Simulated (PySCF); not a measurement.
Compound: C₇H₁₁NO.
Bonds: C1–C2 (double), C2–C3 (double), C3–C4, C4–C5, C5–O6 (double), C5–N7, N7–C8, N7–C9. Hydrogens: H10, H11 on C1; H12 on C3; H13, H14 on C4; H15, H16, H17 on C8; H18, H19, H20 on C9.

Level of theory: PySCF, PBE0-D3(BJ)/def2-SVP geometry optimisation, gas phase.

Task: What internal coordinates does the optimisation give?

Result: 
```tsv
bond	length (bohr)
C1=C2	2.473
C2=C3	2.475
C3–C4	2.846
C4–C5	2.885
C5=O6	2.301
C5–N7	2.584
N7–C8	2.726
N7–C9	2.719
C1–H10, C1–H11	2.070
C3–H12	2.074
C4–H13, C4–H14	2.077
C8–H15, C8–H16, C8–H17	2.081
C9–H18, C9–H19	2.087
C9–H20	2.067
```

Bonds in one row agree within 0.02 bohr and their mean is given. A selection of angles:
```tsv
angle	degrees
C2–C1–H10	121.4
H10–C1–H11	117.4
C1–C2–C3	179.2
C2–C3–C4	125.1
C2–C3–H12	118.8
C4–C3–H12	116.2
C3–C4–C5	111.4
C3–C4–H13	109.4
C3–C4–H14	110.8
C5–C4–H13	104.3
C5–C4–H14	112.6
H13–C4–H14	108.0
C4–C5–O6	119.8
C4–C5–N7	117.8
O6–C5–N7	122.4
C5–N7–C8	118.6
C5–N7–C9	125.8
C8–N7–C9	115.6
N7–C8–H15	111.0
N7–C8–H16	108.4
H15–C8–H16	109.2
H15–C8–H17	108.1
N7–C9–H18	111.0
N7–C9–H19	110.5
H18–C9–H19	107.6
```

Dihedral angles: C2–C3–C4–C5 -124° (anticlinal); C3–C4–C5–O6 -101° (anticlinal); C4–C5–N7–C8 -179° (antiperiplanar). The mirror-image conformer, all signs reversed, is as good.

The 4 C–C bonds span 1.308 Å (C1=C2, drawn double) to 1.526 Å (C4–C5, drawn single), a spread of 0.218 Å. Of the pairs four or more bonds apart, O6···H16 is among the closest relative to their van der Waals radii: 2.22 Å, 82 % of the sum of Bondi's values. N7 (amide nitrogen) is planar (angles 125.8°, 118.6° and 115.6°, sum 360.0°, 0.01 Å off the plane of its three neighbours). The C–N distances run from 1.367 Å (C5–N7, drawn single) to 1.442 Å (N7–C8, drawn single), a spread of 0.075 Å.

Point group: C1 (no symmetry element, even within 0.4 Å). Not checked by PBE0-D3(BJ)/def2-SVP frequencies. The numbers are those of one conformer.
